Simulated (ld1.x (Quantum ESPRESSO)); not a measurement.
Pseudopotential generation for Ge (Z = 32): ultrasoft, BP86, scalar-relativistic.

ld1.x (Quantum ESPRESSO) 7.5 input, shortened:

```
&input
   title='Ge', zed=32., rel=1, dft='BP', iswitch=3,
   config='[Ar] 3d10 4s1.75 4p2.25'
 /
 &inputp
   pseudotype=3, tm=.true., lloc=-1, rcloc=1.25,
   nlcc=.false.
 /
6
4S  1  0   1.75   0.00  1.40  1.85  0.0
4S  1  0   0.00  -0.50  1.40  1.85  0.0
4P  2  1   2.25   0.00  2.35  2.50  0.0
4P  2  1   0.00   1.20  2.35  2.50  0.0
3D  3  2  10.00   0.00  0.85  1.10  0.0
3D  3  2   0.00  -1.90  0.85  1.10  0.0
 &test
   configts(1)='3d10 4s1.75 4p2.25'
 /
```

Poles of the logarithmic derivatives, all-electron (AE) and pseudo (PS). s: poles at -0.1 (AE) and -0.1 (PS) Ry. p: poles at 1.0 (AE) and 0.4, 1.4 (PS) Ry. d: poles at -2.2, 2.9 (AE) and -2.2, 2.9 (PS) Ry. Test radius 2.69 bohr.

* Largest excitation error: -20 meV (all-electron minus pseudo) for 3d10 4s1 4p0, out of 7 test configurations
* Lowest eigenvalue of the overlap operator: 0.25 (p channel)

A Bessel basis up to 400 Ry misses an occupied level by 0.08 Ry, so cutoffs and ghosts were not judged.
